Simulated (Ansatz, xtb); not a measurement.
# Two isomers of C3H5FO2S

Structure X: `O=[S@@]1CC[C@@H](F)O1`, a singlet. Structure Y: `CS[C@H](F)C(=O)O`, a singlet. Both are isolated molecules in the gas phase, relaxed with B3LYP/def2-SVP; the shapes shown needn't be the lowest conformers.

X (Å):

| atom | x (Å) | y (Å) | z (Å) |
| --- | --- | --- | --- |
| C | -1.3247 | 0.4072 | -0.2993 |
| C | -0.3551 | 0.8775 | -1.3764 |
| C | -0.0295 | 2.3120 | -0.9786 |
| F | -1.0747 | 3.1310 | -1.3608 |
| O | 0.5995 | 0.0481 | 1.5137 |
| O | 0.1010 | 2.3654 | 0.4088 |
| S | -0.5186 | 0.9925 | 1.2695 |
| H | -1.4362 | -0.6811 | -0.2080 |
| H | -2.3071 | 0.8970 | -0.3764 |
| H | 0.5614 | 0.2690 | -1.3503 |
| H | -0.7833 | 0.8405 | -2.3883 |
| H | 0.8884 | 2.7195 | -1.4332 |

Y (Å):

```yaml
atoms:
  - { symbol: C, position_ang: [-0.0650, 0.3700, -0.1823] }
  - { symbol: C, position_ang: [-2.8200, 0.8440, -0.2838] }
  - { symbol: C, position_ang: [-3.0772, -0.4367, 0.5015] }
  - { symbol: F, position_ang: [-2.6243, 1.8716, 0.5989] }
  - { symbol: O, position_ang: [-2.5637, -0.7100, 1.5544] }
  - { symbol: O, position_ang: [-3.9233, -1.2452, -0.1586] }
  - { symbol: S, position_ang: [-1.3975, 0.6278, -1.4042] }
  - { symbol: H, position_ang: [-0.0406, 1.2073, 0.5274] }
  - { symbol: H, position_ang: [-0.1822, -0.5773, 0.3616] }
  - { symbol: H, position_ang: [0.8697, 0.3522, -0.7603] }
  - { symbol: H, position_ang: [-3.6769, 1.0652, -0.9397] }
  - { symbol: H, position_ang: [-3.9956, -2.0671, 0.3576] }
```

Problem. Estimate E(Y) − E(X) at the level CCSD(T)/def2-SVP + ΔMP2/def2-TZVPP.

Solution. Calculated at CCSD(T)/def2-SVP + ΔMP2/def2-TZVPP: E(Y) − E(X) = −0.775 eV, so structure Y lies lower.

How the difference moves with the method:

| level | geometry | E(Y) − E(X) (eV) | departure from the last row (eV) | job, with rough time for the two |
| --- | --- | --- | --- | --- |
| GFN2-xTB | GFN2-xTB | +0.593 | +1.367 | optimisation, 0.34 s |
| HF/STO-3G | GFN2-xTB | −3.993 | −3.219 | single point, 0.38 s |
| r2SCAN-D4/def2-SVP | GFN2-xTB | −1.499 | −0.724 | single point, 2.7 s |
| B3LYP/def2-SVP | B3LYP/def2-SVP | −1.608 | −0.833 | optimisation, 39 s |
| HF/def2-SVP | B3LYP/def2-SVP | −2.227 | −1.453 | part of the CCSD(T) run |
| MP2/def2-SVP | B3LYP/def2-SVP | −1.699 | −0.925 | part of the CCSD(T) run |
| CCSD(T)/def2-SVP | B3LYP/def2-SVP | −1.739 | −0.964 | single point |
| CCSD(T)/def2-SVP + ΔMP2/def2-TZVPP | B3LYP/def2-SVP | −0.775 |  | single point, 36 s |

As drawn, Y has 1 C–S, 1 C=O, 1 O–H in place of 1 O=S, 1 C–C, 1 O–S, 1 C–H. Structure X has a 5-membered ring, Y no ring.

GFN2-xTB puts the two in the other order. The largest departure from CCSD(T)/def2-SVP + ΔMP2/def2-TZVPP is that of HF/STO-3G, 3.219 eV. The last row adds to CCSD(T) the change of the MP2 difference between the two basis sets, here +0.964 eV, a large step that makes the value less sure.

With thermal terms from frequencies at re-optimised GFN2-xTB minima (ideal gas, soft modes damped towards free rotors, one conformer each, 298.15 K, 1 atm): the zero-point term adds −0.070 eV; ΔH is −0.802 and ΔG −0.904 eV.

The correlated steps freeze 11 core orbitals. Programs: Ansatz 0.2.0, xtb 6.7.1; the last row on 2 threads of Intel(R) Xeon(R) 6975P-C (Granite Rapids) on a shared host.
